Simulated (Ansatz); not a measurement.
**CH3ClF2Si (SMILES C[Si](F)(F)Cl): the energy to break a bond**

CH3ClF2Si has 8 atoms, charge 0, and is taken as a singlet. As SMILES, `C[Si](F)(F)Cl`. The shape was relaxed beforehand at B3LYP/def2-SVP.

```csv
atom,x (Å),y (Å),z (Å)
C,-0.8159,-0.3004,0.5170
Si,0.6935,0.1564,-0.4409
F,2.0153,-0.4835,0.2268
F,0.6202,-0.4250,-1.9439
Cl,0.9713,2.1863,-0.5647
H,-0.9252,-1.3959,0.5557
H,-0.7506,0.0809,1.5477
H,-1.7163,0.1241,0.0467
```

Wanted: the dissociation energy of the H8–C1 bond into doublet H and doublet CH2ClF2Si (shapes relaxed at B3LYP/def2-SVP, no zero-point term). 1 Eh = 2625.50 kJ/mol = 27.2114 eV. Totals in Eh; open shells run unrestricted unless said.

| level | program | CH3ClF2Si | doublet H | doublet CH2ClF2Si |
| --- | --- | --- | --- | --- |
| HF/def2-SVP | Ansatz | -986.697435 | -0.499278 | -986.065884 |
| PBE/def2-SVP | Ansatz | -988.473945 | -0.498629 | -987.804656 |
| r2SCAN/def2-SVP | Ansatz | -988.901783 | -0.499209 | -988.234805 |

Q: Work out the dissociation energy at each level.

A: 
1. HF/def2-SVP: (-0.499278) + (-986.065884) − (-986.697435) = 0.132273 Eh = 347.3 kJ/mol = 3.60 eV.
2. PBE/def2-SVP: (-0.498629) + (-987.804656) − (-988.473945) = 0.170660 Eh = 448.1 kJ/mol = 4.64 eV.
3. r2SCAN/def2-SVP: (-0.499209) + (-988.234805) − (-988.901783) = 0.167769 Eh = 440.5 kJ/mol = 4.57 eV.

The levels span 347 to 448 kJ/mol; no measured value is set beside them. Hartree–Fock lacks the correlation of the bonding electrons, so it comes out low. A bond enthalpy at 298 K also holds the loss of zero-point energy and thermal terms.
